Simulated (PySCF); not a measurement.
C9H15N.
SMILES with atom numbers: `[CH2:1]=[CH:2]/[CH:3]=[C:4]([CH3:5])/[CH:6]=[CH:7]/[N:8]([CH3:9])[CH3:10]` (hydrogens: H11, H12 on C1; H13 on C2; H14 on C3; H15, H16, H17 on C5; H18 on C6; H19 on C7; H20, H21, H22 on C9; H23, H24, H25 on C10)

Structure used (PBE0-D3(BJ)/def2-SVP), in Å, numbered top down from 1:
```xyz
25
C9H15N angstrom
C     -4.6718    1.7422   -0.7840
C     -3.8409    0.9887   -0.0406
C     -2.4030    0.9824   -0.1664
C     -1.5053    0.2446    0.5479
C     -1.9167   -0.7181    1.6242
C     -0.0904    0.3897    0.2662
C      0.9003   -0.2902    0.9012
N      2.2389   -0.2466    0.6232
C      3.1798   -0.6637    1.6278
C      2.7217    0.6328   -0.4033
H     -4.2922    2.4196   -1.5554
H     -5.7541    1.7045   -0.6434
H     -4.2871    0.3326    0.7143
H     -1.9960    1.6549   -0.9311
H     -3.0008   -0.7379    1.7824
H     -1.4449   -0.4561    2.5853
H     -1.5956   -1.7433    1.3771
H      0.1676    1.1023   -0.5215
H      0.6513   -0.9769    1.7157
H      4.0852   -1.0788    1.1574
H      3.4931    0.1619    2.2982
H      2.7331   -1.4507    2.2521
H      2.6627    1.7025   -0.1181
H      2.1351    0.4982   -1.3250
H      3.7705    0.3940   -0.6289
```

Level of theory: PySCF, PBE0-D3(BJ)/def2-SVP geometry optimisation, gas phase.

Masses are those of the commonest isotopes; rigid-rotor values at the optimised geometry. The values belong to one conformer with, in the numbering `[CH2:1]=[CH:2]/[CH:3]=[C:4]([CH3:5])/[CH:6]=[CH:7]/[N:8]([CH3:9])[CH3:10]`, C1–C2–C3–C4 180°, C3–C4–C6–C7 180°.

(1) What are A, B and C (GHz)?

(2) Classify the top.

(3) What does the inertial defect say?

(4) Give the other two planar moments, Paa and Pbb, and the rms extents of the mass along the axes.

(5) Where do the levels up to J = 2 lie, in cm⁻¹?

(6) Which lines would a microwave search look for?

(7) Estimate the classical rotational partition function at 10 K, 25 K and 100 K.

Answers

(1) Ia = 139.86, Ib = 1052.16, Ic = 1178.99 u·Å²; 505379 MHz·u·Å²/I gives 3613, 480.3 and 428.7 MHz, that is A = 3.6135, B = 0.4803, C = 0.4287 GHz.

(2) A near-prolate asymmetric top; Ray's κ = -0.968.

(3) Not planar: Δ = Ic − Ia − Ib = -13.03 u·Å². For a rigid frame Δ = −2 Σ m c², so Σ m c² = 6.52 u·Å² lies off the ab plane: 5.17 from hydrogen and 1.35 from heavier atoms. The atom farthest from that plane is 1.33 Å away.

(4) Paa = Σ m a² = (Ib + Ic − Ia)/2 = 1045.65 and Pbb = Σ m b² = (Ia + Ic − Ib)/2 = 133.34 u·Å². With the mass M = 137.12 u, the rms extents √(P/M) along a, b and c are 2.76, 0.99, 0.22 Å.

(5) Above 0(0,0):
J = 1: 1(0,1) 0.0303, 1(1,1) 0.1348, 1(1,0) 0.1366
J = 2: 2(0,2) 0.0909, 2(1,2) 0.1937, 2(1,1) 0.1989, 2(2,1) 0.5125, 2(2,0) 0.5125
The levels of one J sum to (2J + 1)J(J + 1)(A + B + C)/3.

(6) The dipole components are |μa| = 3.61 D, |μb| = 0.45 D, |μc| = 0.15 D. The squared components, which scale the intensities, stand as 1.00 : 0.02 : 0.00 (a : b : c). Some lines, for components of 0.1 D or more:

```csv
type,branch,"J(Ka,Kc)",MHz,lower level (cm⁻¹)
a,R,"3(1,3) ← 2(1,2)",2649,0.194
a,R,"3(2,2) ← 2(2,1)",2727,0.512
c,Q,"5(1,5) ← 5(0,5)",2789,0.454
c,Q,"2(1,2) ← 2(0,2)",3082,0.091
a,R,"4(2,3) ← 3(2,2)",3635,0.603
a,R,"5(4,2) ← 4(4,1)",4546,1.989
c,R,"2(1,1) ← 1(0,1)",5054,0.030
b,R,"3(1,3) ← 2(0,2)",5731,0.091
c,R,"3(1,2) ← 2(0,2)",6041,0.091
c,R,"5(1,4) ← 4(0,4)",8096,0.303
c,Q,"5(2,4) ← 5(1,4)",9092,0.573
c,Q,"2(2,1) ← 2(1,1)",9399,0.199
c,R,"4(2,2) ← 3(1,2)",12967,0.292
c,R,"5(2,4) ← 4(1,4)",14280,0.400
b,Q,"5(3,2) ← 5(2,3)",15779,0.877
c,Q,"3(3,1) ← 3(2,1)",15792,0.604
c,R,"3(3,0) ← 2(2,0)",18522,0.512
c,Q,"4(4,1) ← 4(3,1)",22112,1.252
b,Q,"4(4,1) ← 4(3,2)",22112,1.252
```

(7) Point group C1, symmetry number σ = 1; q = (√π/σ)·√((kT/h)³/(ABC)), k/h = 20836.6 MHz/K: 6180 at 10 K, 24400 at 25 K, 195000 at 100 K.

Stationary, but not proved a minimum. Zero-point vibration and centrifugal distortion are left out. A rigid rotor knows nothing of internal rotation, which can split or shift real lines. Quadrupole hyperfine structure (14N) is left out.

The run took about 5 min of CPU time (one thread, shared machine). These figures are those of the optimisation.
